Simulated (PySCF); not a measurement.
F2Si, SMILES F[Si]F (connectivity only; charge and spin as stated), charge +1, multiplicity 2. Atoms are numbered in the order given.

```xyz
3

F      0.0000    -1.3344     0.3362
Si     0.0000     0.0000    -0.4323
F      0.0000     1.3344     0.3362
```
Charge +1, spin multiplicity 2.

The structure is a stationary point at B3LYP-D3(BJ)/def2-TZVP. The isomer is the one that the SMILES or the coordinates give; other isomers of the formula were not compared.

Computed with PySCF with PBE0/pcH-1.

Unrestricted Kohn–Sham, ⟨S²⟩ = 0.752. Hyperfine tensors hold the contact and dipolar terms, without spin-orbit corrections.

Computed hyperfine couplings:
```
nucleus     A(iso) (MHz)  A(iso) (G)  dipolar principal values (MHz)
----------  ------------  ----------  ------------------------------
19F no. 1          272.1        97.1           -245.7, -206.1, 451.8
29Si no. 2       -1921.2      -685.5              -105.5, 45.7, 59.8
19F no. 3          272.1        97.1           -245.7, -206.1, 451.8
```

**Question.** And the g tensor (effective nuclear charges for spin-orbit coupling, GIAO)? (The exact figures need the calculation; the answer reports its results.)

**Answer.** principal values 1.9955, 2.0011, 2.0014; isotropic 1.9993.
